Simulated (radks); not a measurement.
Valence configurations of Zn II (all share [Ar]). All-electron calculation, Dirac Kohn-Sham, LDA (Slater exchange, Perdew-Wang correlation), spin-unpolarised, spherical densities, point nucleus; open shells fill j = l - 1/2 first. Program: a radial shooting solver on a logarithmic mesh with Libxc functionals. Energies are relative to 3d10 4s1; eigenvalues in eV.

valence           E (eV)  e(3d3/2)  e(3d5/2)  e(4p1/2)  e(4s1/2)
3d10 4s1           0.000   -20.337   -19.976         -   -14.340
3d8 4s1 4p2       36.276   -37.413   -36.993   -11.966   -19.839
3d9 4s2            7.870   -26.857   -26.468         -   -16.197
3d9.5 4s1.5        3.355   -23.467   -23.093         -   -15.265
3d9.5 4s1 4p0.5    6.656   -24.322   -23.946    -9.155   -15.798
3d10 4p1           6.328   -22.043   -21.681    -9.011         -
3d10 4s0.5 4p0.5   3.144   -21.205   -20.843    -8.575   -14.900
3d8 4s2 4p1       28.484   -35.922   -35.502   -11.284   -18.993
3d9 4s1 4p1       14.839   -28.507   -28.117   -10.135   -17.191

NIST lists [Ar] 3d10 4s1 as the ground configuration; this level of theory agrees among the configurations tried. The energies are those of spherical spin-averaged densities, not of single terms.
